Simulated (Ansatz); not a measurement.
The cluster Pt₃W, relaxed as a singlet with RKS PBE-D4/def2-SVP in Ansatz, starting from the GFN1-xTB geometry. Force threshold 0.02 eV/Å.

In the def2 sets Pt, W take a core potential; there is no spin–orbit coupling. The structure comes from a short search, and lower isomers may exist.

Start:

| atom | x (Å) | y (Å) | z (Å) |
| --- | --- | --- | --- |
| W1 | 0.3711 | -1.1437 | 0.5253 |
| Pt2 | -1.5993 | 0.0133 | -0.3080 |
| Pt3 | 0.4413 | 0.0987 | -1.5647 |
| Pt4 | 0.7869 | 1.0317 | 1.3474 |

Q: Estimate the energy that the relaxation releases and the steps that it takes.

A: 70.2 kcal/mol, in 9 steps; 36 s on 4 threads of Arm Neoverse N1 on a shared host. No frequencies were taken in this run, so the end may be a saddle point.

Q: Does the start keep its bonding and symmetry?

A: Bonds lost: Pt2–Pt3, Pt2–Pt4, Pt3–Pt4 (atoms count from 1). The end is the same structure that another start reached, the lowest one found. Point group Cs at the start, C3v at the end, both within 0.05 Å.

Q: Predict the relaxed structure.

A: 
```csv
atom,x (Å),y (Å),z (Å)
W1,0.0841,-0.3567,0.0946
Pt2,-2.1817,-0.3585,0.0841
Pt3,1.0577,-0.1308,-1.9390
Pt4,1.0399,0.8460,1.7603
```
Bond lengths (bridged metal pairs left out): 3 × Pt–W 2.27 Å.
